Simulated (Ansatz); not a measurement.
C$_{3}$H$_{7}$ClSi (`CC1(Cl)C[SiH2]1`), relaxed with RKS PBE0-D4/def2-TZVP in Ansatz 0.2.0 from a PBE-D4/def2-SVP geometry. The force threshold is 0.005 eV/Å; the program also tests the step.

Charge 0, multiplicity 1.

Start:

```xyz
12

C    -0.149    0.338    1.519
C     0.345   -0.302    0.241
Cl    1.690   -1.467    0.551
C     0.579    0.596   -0.986
Si   -0.782   -0.684   -1.233
H     0.661    0.929    1.999
H    -0.499   -0.427    2.239
H    -0.996    1.023    1.306
H     1.532    0.448   -1.522
H     0.319    1.662   -0.856
H    -2.207   -0.233   -1.184
H    -0.495   -1.883   -2.072
```

Problem. How much energy does the relaxation release, and in how many steps? (Best estimate.)

Solution. Ansatz gave: 5.60 kJ/mol, in 7 steps.

Problem. Which bonds change most? (Best estimate.)

Solution. The calculation gave: C2–Si5 from 1.895 to 1.861 Å; C4–Si5 from 1.884 to 1.854 Å; C2–Cl3 from 1.806 to 1.777 Å; C4–H10 from 1.105 to 1.087 Å.

Problem. Give the relaxed structure. (Best estimate.)

Solution. Computed: 
```xyz
12

C    -0.150    0.335    1.498
C     0.341   -0.317    0.237
Cl    1.673   -1.452    0.548
C     0.573    0.591   -0.978
Si   -0.765   -0.669   -1.218
H     0.647    0.925    1.962
H    -0.497   -0.409    2.217
H    -0.985    1.006    1.275
H     1.510    0.445   -1.506
H     0.328    1.639   -0.826
H    -2.180   -0.244   -1.149
H    -0.494   -1.850   -2.059
```
